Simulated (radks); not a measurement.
Ionisation of the mercury ion Hg+, [Xe] 4f14 5d10 6s1, to [Xe] 4f14 5d10 as the strength of local exchange is varied. Method: scalar-relativistic Kohn-Sham, Slater X-alpha exchange (alpha = 2/3 is LDA exchange), no correlation, spin-polarised, spherical densities, finite nucleus; open shells are filled with parallel spins first (spin-orbit coupling, left out, can overturn this in heavy ions); Fermi nuclear charge, rms radius 5.4648 fm; computed with a radial shooting solver on a logarithmic mesh with Libxc functionals.

[
 {"alpha": "0.559", "E(Hg+) (hartree)": "-19541.6127", "exchange (hartree)": "-293.3241", "IE (eV)": "17.387", "-e of the level emptied (eV)": "13.341 (6s)", "<r> of it (bohr)": "2.584"},
 {"alpha": "0.607", "E(Hg+) (hartree)": "-19566.9628", "exchange (hartree)": "-318.9491", "IE (eV)": "17.857", "-e of the level emptied (eV)": "13.806 (6s)", "<r> of it (bohr)": "2.559"},
 {"alpha": "0.645", "E(Hg+) (hartree)": "-19587.0563", "exchange (hartree)": "-339.2845", "IE (eV)": "18.233", "-e of the level emptied (eV)": "14.180 (6s)", "<r> of it (bohr)": "2.539"},
 {"alpha": "0.667", "E(Hg+) (hartree)": "-19598.6994", "exchange (hartree)": "-351.0775", "IE (eV)": "18.453", "-e of the level emptied (eV)": "14.399 (6s)", "<r> of it (bohr)": "2.528"},
 {"alpha": "0.748", "E(Hg+) (hartree)": "-19641.6301", "exchange (hartree)": "-394.6217", "IE (eV)": "19.271", "-e of the level emptied (eV)": "15.217 (6s)", "<r> of it (bohr)": "2.487"},
 {"alpha": "0.756", "E(Hg+) (hartree)": "-19645.8755", "exchange (hartree)": "-398.9330", "IE (eV)": "19.353", "-e of the level emptied (eV)": "15.299 (6s)", "<r> of it (bohr)": "2.483"},
 {"alpha": "0.92", "E(Hg+) (hartree)": "-19733.1202", "exchange (hartree)": "-487.7366", "IE (eV)": "21.062", "-e of the level emptied (eV)": "17.021 (6s)", "<r> of it (bohr)": "2.405"},
 {"alpha": "0.989", "E(Hg+) (hartree)": "-19769.9482", "exchange (hartree)": "-525.3391", "IE (eV)": "21.799", "-e of the level emptied (eV)": "17.770 (6s)", "<r> of it (bohr)": "2.374"}
]

NIST Atomic Spectra Database: 18.757 eV (measured). The Delta-SCF value meets it near alpha = 0.70.
